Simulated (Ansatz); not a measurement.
Reaction: BNH6 (azaniumylboranuide, SMILES [BH3-][NH3+]) → BNH6 (parent SMILES [BH3-][NH3+], triplet)
Each species at its own B3LYP-D3(BJ)/def2-TZVP minimum (Ansatz, a quantum-chemistry and plane-wave program).

Total energies in hartree (Ansatz). Open shells are spin-unrestricted; no spin-orbit coupling. Cores are frozen in correlated methods. No relativity. The spin of H6BN (parent SMILES [BH3-][NH3+], triplet) was assumed, and the state is the lowest solution found for it.

| species | HF/cc-pVTZ | CCSD(T)/cc-pVTZ | HF/cc-pVQZ | CCSD(T)/cc-pVQZ | CCSD(T)/cc-pVDZ | CCSDT(Q)/cc-pVDZ |
|---|---|---|---|---|---|---|
| 1: BNH6 (azaniumylboranuide, SMILES [BH3-][NH3+]) | -82.65275 | -83.06350 | -82.65868 | -83.08930 | -82.96574 | -82.96679 |
| 2: BNH6 (parent SMILES [BH3-][NH3+], triplet) | -82.44020 | -82.84814 | -82.45658 | -82.88246 | -82.73559 | -82.73702 |

Problem. Work out the adiabatic triplet-singlet gap (electronic) in kcal/mol: take Hartree-Fock from cc-pVQZ, extrapolate the CCSD(T) correlation energy as X^-3 (X = 3, 4), and add CCSDT(Q) - CCSD(T) in cc-pVDZ. 1 hartree = 627.51 kcal/mol.

Solution. 
Species 1: correlation (64·(-0.43062) - 27·(-0.41075))/37 = -0.44512; step -0.00105; E1 = -82.65868 + (-0.44512) + (-0.00105) = -83.10485
Species 2: correlation (64·(-0.42588) - 27·(-0.40794))/37 = -0.43897; step -0.00143; E2 = -82.45658 + (-0.43897) + (-0.00143) = -82.89698
-1·E1 +1·E2 = 0.20787 hartree = 130.4 kcal/mol.
